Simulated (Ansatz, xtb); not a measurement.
# ClFH2O3W: which of two structures lies lower

We compare a, a singlet given by its coordinates, with b, a singlet given by its coordinates. Both are isolated molecules in the gas phase, relaxed with PBE0-D4/def2-SVP.

a (Å):

```xyz
8

Cl   -2.7123   -3.2041    0.1843
F    -1.8123   -0.8676   -1.2041
O    -1.7313   -0.3398    1.4790
O     0.5088   -0.9904   -0.3388
O    -0.1463   -2.5660    1.5973
W    -1.1467   -1.5187    0.4331
H     0.4717   -0.4289   -1.1247
H     0.4920   -3.2827    1.5168
```

Close contacts (Å): Cl1–W6 2.31, F2–W6 1.88, O3–W6 1.68, O4–W6 1.90, O5–W6 1.86, O4–H7 0.97, O5–H8 0.96, W6–H7 2.50, W6–H8 2.64.

b (Å):

```xyz
8

Cl    1.4135    1.4990   -0.4707
F    -2.5455    1.3007   -0.7571
O    -0.6285   -0.9654   -0.4845
O    -0.7932    0.9701   -2.4431
O    -1.0668    1.1765    1.1976
W    -0.7370    0.7078   -0.5875
H    -1.3935    1.5228   -2.9558
H    -1.7321    1.7782    1.5497
```

Close contacts (Å): Cl1–W6 2.29, F2–W6 1.91, O3–W6 1.68, O4–W6 1.87, O5–W6 1.87, O4–H7 0.96, O5–H8 0.96, W6–H7 2.59, W6–H8 2.59.

Problem. Estimate which is lower in electronic energy at CCSD(T)/def2-SVP + ΔMP2/def2-TZVPP, and by roughly how much.

Solution. Not settled: CCSD(T)/def2-SVP + ΔMP2/def2-TZVPP gives E(b) − E(a) = +5.54 kJ/mol, but this leans on the basis-set step: CCSD(T) alone gives +4.15 kJ/mol.

The same difference at several levels:

```csv
level,geometry,E(b) − E(a) (kJ/mol),departure from the last row (kJ/mol),"job, with rough time for the two"
PBE0-D4/def2-SVP,PBE0-D4/def2-SVP,+2.47,−3.06,"optimisation, 69 s"
HF/def2-SVP,PBE0-D4/def2-SVP,+6.76,+1.22,part of the CCSD(T) run
MP2/def2-SVP,PBE0-D4/def2-SVP,+3.19,−2.34,part of the CCSD(T) run
CCSD(T)/def2-SVP,PBE0-D4/def2-SVP,+4.15,−1.39,single point
CCSD(T)/def2-SVP + ΔMP2/def2-TZVPP,PBE0-D4/def2-SVP,+5.54,,"single point, 29 s"
```

The largest departure from CCSD(T)/def2-SVP + ΔMP2/def2-TZVPP is that of PBE0-D4/def2-SVP, 3.06 kJ/mol. Levels run at GFN2-xTB geometries aren't shown. The last row adds to CCSD(T) the change of the MP2 difference between the two basis sets, here +1.39 kJ/mol.

With thermal terms from frequencies at re-optimised GFN2-xTB minima (ideal gas, soft modes damped towards free rotors, one conformer each, 298.15 K, 1 atm): the zero-point term adds +0.23 kJ/mol; ΔH is +5.61 and ΔG +5.71 kJ/mol.

The T1 diagnostic of structures a and b is large, so the coupled-cluster value is less sure. The correlated steps freeze 9 core orbitals. Atoms past krypton carry core potentials in the def2 sets and no spin–orbit term is included. Programs: Ansatz 0.2.0, xtb 6.7.1; the last row on 2 threads of AMD EPYC 9B45 (Zen 5) on a shared host.
